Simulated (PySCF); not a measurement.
Compound: C₆H₅FO₂.
Numbering: `[CH3:1][C@H:2]1[C:3](=[O:4])[CH:5]=[C:6]([F:7])[C:8]1=[O:9]`

Geometry (GFN2-xTB, Å), atoms numbered from 1 in this order:
```xyz
14
C6H5FO2 angstrom
C      1.768   -0.089   -0.376
C      0.504   -0.300    0.465
C     -0.203    1.018    0.764
O      0.268    1.958    1.346
C     -1.565    0.929    0.197
C     -1.738   -0.266   -0.378
F     -2.836   -0.691   -0.984
C     -0.527   -1.135   -0.275
O     -0.400   -2.248   -0.700
H      2.225   -1.049   -0.601
H      1.523    0.409   -1.311
H      2.475    0.527    0.172
H      0.784   -0.794    1.400
H     -2.279    1.732    0.259
```

NICS is the negative of the GIAO shielding at a point without a nucleus: at the ring centre (0) and 1 Å above and below it (1); zz is the component along the ring normal. Level: GIAO PBE0/pcSseg-1 (PySCF, non-relativistic, gas phase) on the GFN2-xTB geometry, one conformer.

Ring bond lengths (Å), with Mayer bond orders in brackets: C2–C3 1.526 (0.92), C3–C5 1.478 (1.01), C5–C6 1.338 (1.64), C6–C8 1.494 (0.97), C8–C2 1.519 (0.91).

Task: Give the NICS values of each ring in ppm.

Result: 
```tsv
ring	type	NICS(0)	NICS(1), two faces	NICS(1)zz, two faces	rms pucker (Å)	centre to ring atoms, mean (Å)
C2–C3–C5–C6–C8	5-membered carbocycle; formal bonds 1 double, 4 single	4.5	-2.2 / -2.5	-2.7 / -1.8	0.00	1.25
```

Task: What do they say, and how far can they be read as aromaticity?

Result: 
- C2–C3–C5–C6–C8: mean NICS(1)zz -2.2 ppm, near zero. C2 has four or more neighbours; no verdict on aromaticity is drawn. NICS(0) lies 7 ppm above the mean NICS(1).

Task: What is the mean of the two in-plane components of NICS at the second NICS(1) probe listed for ring C2–C3–C5–C6–C8, 1 Å off the ring?

Result: The isotropic value is a third of the trace: (3 × -2.5 − (-1.8))/2 = -2.9 ppm.

Task: List the ring angles and the Hirshfeld charges of the ring atoms.

Result: 
- C2–C3–C5–C6–C8: C2 104.8° (-0.043 e), C3 107.5° (+0.155 e), C5 109.8° (-0.053 e), C6 112.6° (+0.106 e), C8 105.3° (+0.151 e); sum 540.0° against 540° for a flat convex ring.

Task: What are the shieldings of the ring atoms and their hydrogens in the same run (means over atoms taken as equivalent)?

Result: 
| atoms | environment | σ isotropic (ppm) | principal values of the symmetric part, first atom (ppm) |
| --- | --- | --- | --- |
| C2 | sp3 carbon next to a carbonyl | 136.1 | 130.2, 134.1, 144.0 |
| C3 | ketone carbonyl carbon | -16.4 | -98.9, -43.0, 92.8 |
| C5 | alkene CH carbon | 53.6 | -42.1, 61.5, 141.4 |
| C6 | vinylic C–F carbon | 2.8 | -101.2, 40.5, 69.2 |
| C8 | ketone carbonyl carbon | -16.7 | -103.5, -23.2, 76.7 |
| H13 | methine hydrogen | 29.10 | 26.7, 27.3, 33.3 |
| H14 | vinylic hydrogen | 25.02 | 22.8, 24.4, 27.8 |
